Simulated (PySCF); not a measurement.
## Computed structure and properties of [HfI2]2+

System: [HfI2]2+ (singlet); start: template (C2v). Method: PySCF 2.14.0, RKS PBE0, Hf def2-SVP with ECP60, I def2-SVP with ECP28; non-relativistic Hamiltonian with scalar-relativistic core potentials where named; density fitting; no spin-orbit coupling.

Input of the relaxation:

```python
mol = gto.M(atom='''
Hf     0.00000     0.00000    -0.64465
I      2.46170    -0.00000     0.45705
I     -2.46170     0.00000     0.45705''',
    basis={'Hf': 'def2-SVP', 'I': 'def2-SVP'},
    ecp={'Hf': 'def2-SVP', 'I': 'def2-SVP'},
    charge=2, spin=0)
mf = dft.RKS(mol, xc='PBE0')
mf.grids.atom_grid = (50, 194)
mf = mf.density_fit()  # fitting sets: Hf def2-universal-JKFIT, I def2-universal-JKFIT
mf.conv_tol = 1e-08; mf.max_cycle = 55
mf.kernel(dm0)  # dm0: converged density of the start geometry
# quasi-Newton relaxation in Cartesian coordinates to a largest gradient under 0.00045 Eh/bohr, steps kept in the point group
```

Run from Python with OMP_NUM_THREADS=2; the lines above give its settings. Where DIIS fails, smearing, a level shift and second-order steps follow.
It took 68 s on 2 threads of Intel(R) Xeon(R) Processor @ 2.50GHz (Skylake/Cascade Lake), with other jobs on the host, from the converged density of the start.

Course of the relaxation:

```json
{"step": "0", "energy above end (eV)": "0.6127", "largest force component within the symmetry (eV/Å)": "1.742"}
{"step": "1", "energy above end (eV)": "0.3123", "largest force component within the symmetry (eV/Å)": "0.962"}
{"step": "2", "energy above end (eV)": "0.0648", "largest force component within the symmetry (eV/Å)": "0.466"}
{"step": "3", "energy above end (eV)": "0.0036", "largest force component within the symmetry (eV/Å)": "0.329"}
{"step": "4", "energy above end (eV)": "0.0001", "largest force component within the symmetry (eV/Å)": "0.032"}
{"step": "5", "energy above end (eV)": "0.0000", "largest force component within the symmetry (eV/Å)": "0.002"}
```

Relaxed geometry (C2v):

```xyz
3

Hf    0.0000    0.0000   -0.9386
I     2.0372    0.0000    0.6040
I    -2.0372    0.0000    0.6040
```

```json
{"contact": "Hf1–I2 (I)", "Å": "2.555"}
{"contact": "Hf1–I3 (I)", "Å": "2.555"}
```

On the finer grid (75, 302):

```yaml
HOMO: -17.58 eV
LUMO: -14.11 eV
Dipole_about_the_centre_of_mass: 5.07 D
Set_of_Mulliken_populations_of_Hf1_outside_the_core_potential: s 2.47, p 6.14, d 2.06, f 0.06
D3_BJ_dispersion_energy_not_in_the_energies: -0.127 eV
```

```
atom  Mulliken (e)  Löwdin (e)  spin (e)
 Hf1          1.27        0.46      0.00
  I2          0.36        0.77      0.00
  I3          0.36        0.77      0.00
```

On the grid (50, 194), as all that follows. Harmonic modes: a minimum; lowest 76 cm⁻¹ (negative: unstable), highest 261 cm⁻¹, zero-point energy 0.036 eV.

Taking off one I (charge -1, singlet; the rest: singlet) in vacuum, both parts rigid, costs 21.06 eV; the small basis without counterpoise inflates it. Most of it is the attraction of opposite charges; other ways to part are cheaper, and one spin state was tried for the rest.

Rigid scan of I along the line from its metal:

distance to I2 (Å), energy (eV) and a bar:
```
     2.26      1.178 ##############################
     2.36      0.455 ############
     2.46      0.099 ###
     2.56      0.000 
     2.66      0.077 ##
     2.76      0.270 #######
     2.96      0.854 ######################
```

One start shape was tried, so this needn't be the lowest isomer.
